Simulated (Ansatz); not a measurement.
Reaction (ligand exchange at a Zn–C bond): `C[S][Zn][CH](C)C` + HBr → `C[S][Zn][Br]` + `CCC`

Gas-phase electronic energies from Ansatz, PBE0-D4/def2-TZVP geometries. CCSD(T)/CBS is the MP2 limit (def2-TZVPP, def2-QZVPP) plus CCSD(T) − MP2 in def2-TZVPP, frozen cores. Functionals use def2-TZVPP. B3LYP here is the variant with VWN-RPA as its local correlation; programs differ in this. HSE06 is defined as in plane-wave codes. For Br, Zn outer-core shells are correlated without core-valence functions, which leaves a few kJ/mol of doubt a bond. Scalar relativity is left out up to krypton. One conformer a species, not always the lowest.

`C[S][Zn][CH](C)C`:

```xyz
16

C     1.887   -2.871   -0.729
S     0.133   -2.825   -1.228
Zn   -0.473   -0.830   -0.599
C    -1.047    0.965   -0.048
C    -1.460    1.018    1.419
C     0.006    2.025   -0.361
H     2.004   -2.765    0.349
H     2.269   -3.850   -1.020
H     2.474   -2.109   -1.240
H    -1.933    1.175   -0.661
H    -0.622    0.795    2.086
H    -2.261    0.313    1.654
H    -1.819    2.021    1.687
H     0.270    2.052   -1.422
H    -0.356    3.025   -0.089
H     0.929    1.860    0.202
```

HBr:

Z-matrix (Å, degrees):
```
Br
H 1 1.420
```

`C[S][Zn][Br]`:

Cartesian coordinates in Å:
```
C 0.634 1.041 -0.010
S 1.140 -0.706 0.137
Zn -0.753 -1.733 0.041
Br -2.710 -2.813 -0.057
H 0.144 1.241 -0.961
H -0.009 1.347 0.814
H 1.554 1.624 0.035
```

`CCC`:

Z-matrix (Å, degrees):
```
C
C 1 1.519
H 1 1.094 2 111.1
H 1 1.094 2 111.1 3 119.5
H 1 1.093 2 111.7 3 -120.3
C 2 1.519 1 112.7 3 -59.7
H 2 1.095 1 109.5 3 178.2
H 2 1.095 1 109.5 3 62.4
H 6 1.094 2 111.0 1 59.7
H 6 1.093 2 111.7 1 -180.0
H 6 1.094 2 111.1 1 -59.7
```

```
             level  ΔE (kcal/mol)  difference from CCSD(T)/CBS
       LDA (SPW92)          -39.6                          6.0
            PBE-D4          -41.2                          4.4
         revPBE-D4          -40.6                          5.0
           BLYP-D4          -41.2                          4.4
         r2SCAN-D4          -44.4                          1.2
            B97M-V          -44.9                          0.7
           PBE0-D4          -44.7                          0.9
          B3LYP-D4          -44.3                          1.3
        r2SCANh-D4          -45.4                          0.2
        r2SCAN0-D4          -46.9                         -1.3
          BHLYP-D4          -48.7                         -3.1
      CAM-B3LYP-D4          -45.0                          0.6
           ωB97X-V          -45.4                          0.2
           ωB97M-V          -44.7                          0.9
            B2PLYP          -45.1                          0.5
          PBE-QIDH          -46.2                         -0.6
            revPBE          -42.9                          2.7
              BLYP          -43.1                          2.5
            r2SCAN          -44.8                          0.8
              PBE0          -45.6                          0.0
             B3LYP          -45.7                         -0.1
           r2SCANh          -45.8                         -0.2
           r2SCAN0          -47.3                         -1.7
             HSE06          -45.6                          0.0
         CAM-B3LYP          -45.9                         -0.3
           LC-ωPBE          -45.2                          0.4
RPA@PBE/def2-TZVPP          -40.3                          5.3
       HF/def2-SVP          -54.7                         -9.1
      MP2/def2-SVP          -44.3                          1.3
     CCSD/def2-SVP          -45.4                          0.2
  CCSD(T)/def2-SVP          -44.0                          1.6
     HF/def2-TZVPP          -56.6                        -11.0
    MP2/def2-TZVPP          -42.5                          3.1
SCS-MP2/def2-TZVPP          -43.8                          1.8
   CCSD/def2-TZVPP          -44.8                          0.8
    MP2/def2-QZVPP          -44.1                          1.5
SCS-MP2/def2-QZVPP          -45.4                          0.2
      HF/CBS(def2)          -57.2                        -11.6
     MP2/CBS(def2)          -45.0                          0.6
    CCSD/CBS(def2)          -47.4                         -1.8
       CCSD(T)/CBS          -45.6                            0
```

Largest T1 diagnostic among the species: 0.013.

In def2-TZVPP, CCSD(T) changes the Hartree–Fock value by +13.5 kcal/mol (the triples alone add +1.8 kcal/mol) and MP2 by +14.1 kcal/mol. Leaving LDA and LC-ωPBE aside and taking each functional with its dispersion term where it has one, the values spread over 8.1 kcal/mol, from BHLYP-D4 to revPBE-D4. LDA lies +2.5 kcal/mol from PBE without D4.
